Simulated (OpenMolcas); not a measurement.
An OpenMolcas run meant for Bi³⁺ (ANO-RCC-VDZ, DKH2; inactive shells 1s 2s 2p 3s 3p 3d 4s 4p 4d 4f 5s 5p 5d; intended active space 2 electrons in 4 orbitals (6s 6p)). One step of its input:

```
&CASPT2
Multistate=1 1
Frozen=35 39
IPEA=0.25
Imaginary=0.1
MaxIter=60
WThr=0.0 0.3 0.05
PrWF=0.5
NoMix
```

Lines from the output:

```
|       MOLCAS_SOURCE = <dir>
  |    MOLCAS_STRUCTURE = 0
  |
   -----------------------------------------------------------------------------------------
++ ---------   Input file   ---------
>>> COPY JOB002 $Project.JobIph
&CASPT2
Multistate=1 1
Frozen=35 39
IPEA=0.25
Imaginary=0.1
MaxIter=60
WThr=0.0 0.3 0.05
PrWF=0.5
NoMix
-- ----------------------------------
>>> COPY JOB002 a.JobIph
*** symbolic link created: INPORB -> a.RasOrb
--- Start Module: caspt2 at  ---
()()()()()()()()()()()()()()()()()()()()()()()()()()()()()()()()()()()()()()()()()()()()()()()()()()
                                              &CASPT2
                                   only a single process is used
                       available to each process: 2.3 GB of memory, 1 thread
()()()()()()()()()()()()()()()()()()()()()()()()()()()()()()()()()()()()()()()()()()()()()()()()()()
 ###    WARNING: User changed nr of frozen orbitals.                         ###
 ###    ERROR: Too many frozen orbitals!                                     ###
--- Stop Module: caspt2 at  /rc=_RC_INPUT_ERROR_ ---
.####################.
.# User input error #.
.####################.
```

Task: What is wrong with the input?

Result: More orbitals are frozen than there are inactive ones.
